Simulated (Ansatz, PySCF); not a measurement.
Gas-phase reaction in SMILES: C[Si](C)(P)P → C[Si](C)([PH])P + H atom (the H-P bond at the site shown breaks; other sites are not compared here)
Each molecule is optimised on its own at B3LYP-D3(BJ)/def2-TZVP (Ansatz, an electronic-structure program), one conformer each, not searched for the lowest.

Property: bond dissociation energy (enthalpy at 298 K, with B3LYP-D3(BJ) rigid-rotor harmonic-oscillator terms from PySCF), in kJ/mol. Cores are frozen in the correlated levels unless marked. UHF or UKS for open shells. Spin-orbit coupling is left out. Non-relativistic. CBS(X,Y): correlation extrapolated as X^-3; Hartree-Fock from the larger set.

```json
[
 {"level": "PBE-D3(BJ)/def2-TZVPD", "program": "Ansatz + dftd3", "bond dissociation energy (kJ/mol)": "?"},
 {"level": "r2SCANh-D4/def2-TZVPD", "program": "Ansatz + dftd4", "bond dissociation energy (kJ/mol)": "324.9"},
 {"level": "wB97M-V/def2-TZVPD", "program": "Ansatz", "bond dissociation energy (kJ/mol)": "341.9"},
 {"level": "CCSD(T)/CBS(cc-pV(T+d)Z,cc-pV(Q+d)Z)", "program": "Ansatz", "bond dissociation energy (kJ/mol)": "?"}
]
```

Problem. What belongs in the gaps?

Solution. 
- PBE-D3(BJ)/def2-TZVPD, bond dissociation energy (kJ/mol): 324.2
- CCSD(T)/CBS(cc-pV(T+d)Z,cc-pV(Q+d)Z), bond dissociation energy (kJ/mol): 342.2
